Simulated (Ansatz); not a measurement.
Isolated molecules relaxed with PBE0-D4/def2-TZVP in Ansatz; ΔE leaves out vibrations. CBS: MP2 limit from def2 TZ/QZ plus the TZ coupled-cluster correction, frozen cores. DFT in def2-TZVPP. B3LYP here is the variant with VWN-RPA as its local correlation; programs differ in this. For Ge outer-core shells are correlated without core-valence functions, which leaves a few kJ/mol of doubt a bond. Scalar relativity is left out up to krypton. One conformer a species, not always the lowest.

Reaction (cleavage of the B–Ge bond): `C[BH][GeH2][F]` + `[SiH3]S` → `CBS[SiH3]` + `[F][GeH3]`

| level | ΔE (kJ/mol) |
| --- | --- |
| PBE0-D4 | -101.0 |
| ωB97M-V | -101.0 |
| B2PLYP | -101.6 |
| PBE | -98.1 |
| r2SCAN | -102.5 |
| B3LYP | -96.2 |
| CCSD/def2-TZVPP | -97.9 |
| CCSD(T)/def2-TZVPP | -101.3 |

Q: What does CCSD(T)/CBS give? (An estimate is asked.)

A: Ansatz gave: -99.3 kJ/mol. The listed levels differ from it by -1.7, -1.7, -2.3, 1.2, -3.2, 3.1, 1.4, -2.0 kJ/mol.

Largest T1 diagnostic among the species: 0.013.

In def2-TZVPP, CCSD(T) changes the Hartree–Fock value by −4.2 kJ/mol (the triples alone add −3.4 kJ/mol) and MP2 by −12.2 kJ/mol. The D4 term adds −3.7 kJ/mol with B3LYP and −1.9 kJ/mol with PBE0; it sums over pairs of atoms, weighted by their polarisabilities, and B3LYP, whose exchange is more repulsive, gets the larger term.
